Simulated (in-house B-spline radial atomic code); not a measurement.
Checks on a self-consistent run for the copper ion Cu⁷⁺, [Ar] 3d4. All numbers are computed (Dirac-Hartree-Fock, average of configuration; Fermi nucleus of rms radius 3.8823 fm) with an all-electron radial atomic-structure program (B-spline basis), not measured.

| orbital | q | ε (Eh) | <1/r> | <r²> | small-component weight |
| --- | --- | --- | --- | --- | --- |
| 1s1/2 | 2 | -338.70104 | 29.1593 | 0.00365366 | 0.010945 |
| 2s1/2 | 2 | -47.86969 | 6.39524 | 0.0644402 | 0.002094 |
| 2p1/2 | 2 | -42.50126 | 6.31762 | 0.05089 | 0.0020584 |
| 2p3/2 | 4 | -41.73903 | 6.17986 | 0.0523829 | 0.002025 |
| 3s1/2 | 2 | -10.74372 | 2.10841 | 0.518236 | 0.00050508 |
| 3p1/2 | 2 | -8.90875 | 1.99994 | 0.544091 | 0.00046531 |
| 3p3/2 | 4 | -8.79235 | 1.97063 | 0.555447 | 0.00045824 |
| 3d3/2 | 1.6 | -6.11674 | 1.77589 | 0.579717 | 0.00038269 |
| 3d5/2 | 2.4 | -6.10054 | 1.76901 | 0.583338 | 0.00038086 |

Electron-electron repulsion V_ee = 513.3443 hartree.

Problem. What total energy follows from the eigenvalues?

Solution. The eigenvalues count the repulsion twice, so E = Σqε - V_ee = -1124.002 - 513.344 = -1637.347 hartree; the run printed -1637.347.

Problem. Does the Dirac virial theorem hold?

Solution. For a point nucleus E = -2c²Σq·w, with w the small-component weight. Here Σq·w = 0.043595 and c = 137.0360, so the ratio E/(-2c²Σq·w) is 1.000009; the finite nucleus accounts for the departure from 1.

Problem. What diamagnetic shielding (Lamb formula) and susceptibility (Langevin formula) do the radii give?

Solution. σ = (α²/3)Σq<1/r> = 131.65/(3·137.036²) = 2336.8 ppm, and χ = -0.79199×10⁻⁶·Σq<r²> = -5.64×10⁻⁶ cm³/mol with Σq<r²> = 7.1215 bohr². Both are non-relativistic formulas without the paramagnetism of open shells.
